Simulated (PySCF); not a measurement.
C5H12F2Si.
Z-matrix (Å and degrees, PBE0-D3(BJ)/def2-SVP geometry), rows numbered from 1:
```
C 
C   1  1.5321
C   2  1.5322  1  109.92
C   2  1.5322  1  110.01  3  -121.09
Si  2  1.9024  1  109.49  3   118.65
C   5  1.9264  2  111.45  1    68.60
F   6  1.3649  5  110.57  2   -54.09
F   6  1.3606  5  109.57  2  -172.74
H   1  1.1005  2  111.87  3  -177.87
H   1  1.1043  2  110.07  3    62.20
H   1  1.1015  2  111.66  3   -57.09
H   3  1.1047  2  110.12  1   -59.01
H   3  1.1018  2  112.03  1  -178.54
H   3  1.1022  2  111.93  1    60.20
H   4  1.1019  2  111.94  1   -55.98
H   4  1.1043  2  110.12  1    62.98
H   4  1.1024  2  112.15  1  -177.69
H   5  1.4960  2  110.86  1  -173.46
H   5  1.4932  2  111.45  1   -50.77
H   6  1.1068  5  114.13  2    66.85
```

Level: CAM-B3LYP/def2-SVPD in PySCF, non-relativistic, on one gas-phase PBE0-D3(BJ)/def2-SVP geometry that isn't relaxed in the solvent. The solvent is an IEF-PCM continuum (cavity from Bondi-type radii × 1.2), and excitations are vertical TDDFT with non-equilibrium linear response and a frozen core. Specific hydrogen bonds and non-electrostatic terms are outside this model.

Gas-phase singlets (H = HOMO, L = LUMO):

```csv
state,E (eV),λ (nm),f,leading configuration
S1,7.623,163,0.003,H→L 81%
S2,7.815,159,0.019,H→L+1 81%
S3,8.063,154,0.019,H-1→L+1 27%
S4,8.146,152,0.011,H→L+3 46%
S5,8.401,148,0.047,H-1→L 30%
```

**Question.** Give the list for benzene (ε = 2.271), n² = 2.25.

**Answer.** 
| state | E (eV) | λ (nm) | f | leading configuration | change by rank (eV) |
| --- | --- | --- | --- | --- | --- |
| S1 | 7.628 | 163 | 0.004 | H→L 78% | +0.005 |
| S2 | 7.780 | 159 | 0.032 | H→L+1 77% | -0.035 |
| S3 | 8.046 | 154 | 0.019 | H-1→L+1 40% | -0.017 |
| S4 | 8.127 | 153 | 0.035 | H→L+3 46% | -0.019 |
| S5 | 8.398 | 148 | 0.119 | H-1→L 28% | -0.003 |

**Question.** How do the frontier levels move from gas to benzene?

**Answer.** 
```tsv
orbital	gas (eV)	solvent (eV)	change (eV)
LUMO+2	1.79	1.87	+0.08
LUMO+1	1.39	1.47	+0.08
LUMO	1.07	1.23	+0.16
HOMO	-9.41	-9.28	+0.13
HOMO-1	-10.15	-10.08	+0.07
HOMO-2	-11.02	-10.86	+0.16
HOMO-3	-11.14	-10.96	+0.18
```

The HOMO–LUMO gap goes from 10.49 to 10.50 eV.
